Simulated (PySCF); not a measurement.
Compound: C₅H₁₁N₃OSi.
Numbering: `[CH3:1][O:2][c:3]1[cH:4][n:5]([SiH:6]([CH3:7])[CH3:8])[n:9][n:10]1`

Cartesian coordinates in Å at the GFN2-xTB level; atoms count from 1:
```xyz
21
C5H11N3OSi angstrom
C      4.0794    0.7440   -0.6116
O      3.3062   -0.3052   -0.0631
C      1.9787   -0.0944   -0.0928
C      0.9856   -0.9365    0.3692
N     -0.1684   -0.2753    0.1124
Si    -1.8703   -0.6926    0.4056
C     -2.6986   -0.7261   -1.2978
C     -2.5471    0.6596    1.5473
N      0.1155    0.8901   -0.4672
N      1.3861    1.0094   -0.5947
H      3.9119    1.6762   -0.0660
H      5.1173    0.4315   -0.5162
H      3.8271    0.9050   -1.6629
H      1.0155   -1.8970    0.8325
H     -1.8038   -2.0145    1.0421
H     -2.5494    0.2215   -1.8086
H     -2.2800   -1.5068   -1.9272
H     -3.7666   -0.9015   -1.2192
H     -3.6102    0.5358    1.7269
H     -2.0454    0.6546    2.5113
H     -2.3926    1.6395    1.1030
```

Probes without a nucleus sit at each ring's centroid and 1 Å off its mean plane on both sides; NICS is minus the shielding there, NICSzz its component along the normal. Level: GIAO PBE0/pcSseg-1 (PySCF, non-relativistic, gas phase) on the GFN2-xTB geometry, one conformer.

Ring bond lengths (Å), with Mayer bond orders in brackets: C3–C4 1.382 (1.40), C4–N5 1.355 (1.13), N5–N9 1.332 (1.19), N9–N10 1.283 (1.44), N10–C3 1.350 (1.34).

Question: Give the NICS values of each ring in ppm.

Answer: 
```json
{"ring": "C3–C4–N5–N9–N10", "type": "5-membered ring with 3 N; formal bonds all aromatic", "NICS(0)": "-12.8", "NICS(1), two faces": "-12.7 / -12.7", "NICS(1)zz, two faces": "-31.3 / -31.3", "rms pucker (Å)": "0.00", "centre to ring atoms, mean (Å)": "1.14"}
```

Question: What can be read from them?

Answer: 
- C3–C4–N5–N9–N10: mean NICS(1)zz -31.3 ppm, shielded. For a flat ring without four-coordinate atoms the NICS criterion counts such a value as aromatic.

Question: What does the geometric index give? HOMA = 1 − mean of α(R − Ropt)² over the ring bonds, with Krygowski's 1993 parameters (CC: Ropt 1.388 Å, α 257.7 Å⁻²; CN: Ropt 1.334 Å, α 93.52 Å⁻²; NN: Ropt 1.309 Å, α 130.33 Å⁻²).

Answer: 
- C3–C4–N5–N9–N10: HOMA 0.95; the largest term is that of N9–N10, α(R − Ropt)² = 0.09. The geometric and the magnetic index point the same way.

Question: What field does 11.7 T along the ring normal induce along that normal at the second NICS(1) probe listed for ring C3–C4–N5–N9–N10, 1 Å off the ring?

Answer: NICSzz × B0 = -31.3 ppm × 11.7 T = -366 μT, against the applied field.

Question: How shielded are the nuclei of the rings and their hydrogens (means over atoms taken as equivalent)?

Answer: 
| atoms | environment | σ isotropic (ppm) |
| --- | --- | --- |
| C3 | aromatic carbon bearing oxygen | 18.5 |
| C4 | aromatic CH next to a ring nitrogen | 71.5 |
| N5 | pyrrole-type nitrogen | -1.9 |
| N9 | pyridine-type nitrogen | -129.1 |
| N10 | pyridine-type nitrogen | -98.7 |
| H14 | aromatic hydrogen | 24.62 |
